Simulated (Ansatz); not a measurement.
Consider the formal exchange of groups at a C–N bond: `BN(C)CC=C` + `OC1[SiH2][Se]1` → `CC1(O)[SiH2][Se]1` + `BNCC=C`.

Calculated with Ansatz (gas phase, PBE0-D4/def2-TZVP geometries, no zero-point term in ΔE). CCSD(T)/CBS adds triple-zeta CCSD(T) − MP2 to the extrapolated MP2 energy (def2 sets, frozen cores). DFT in def2-TZVPP. For Se outer-core shells are correlated without core-valence functions, which leaves a few kJ/mol of doubt a bond. Scalar relativity is left out up to krypton. One conformer a species, not always the lowest.

```csv
level,ΔE (kJ/mol)
r2SCAN-D4,-41.3
PBE,-41.3
PBE0,-41.1
HF/def2-TZVPP,-42.6
MP2/def2-TZVPP,-40.9
SCS-MP2/def2-TZVPP,-39.5
MP2/def2-QZVPP,-42.1
CCSD/CBS(def2),-40.2
```

(1) What does CCSD(T)/CBS give? (Estimate.)

Largest T1 diagnostic among the species: 0.012.

Results:

(1) The calculation gave: -40.3 kJ/mol. The listed levels differ from it by -1.0, -1.0, -0.8, -2.3, -0.6, 0.8, -1.8, 0.1 kJ/mol.

CCSD(T)/CBS has its own doubt, a few kJ/mol and more with outer-core shells, so smaller differences from it don't rank the levels.
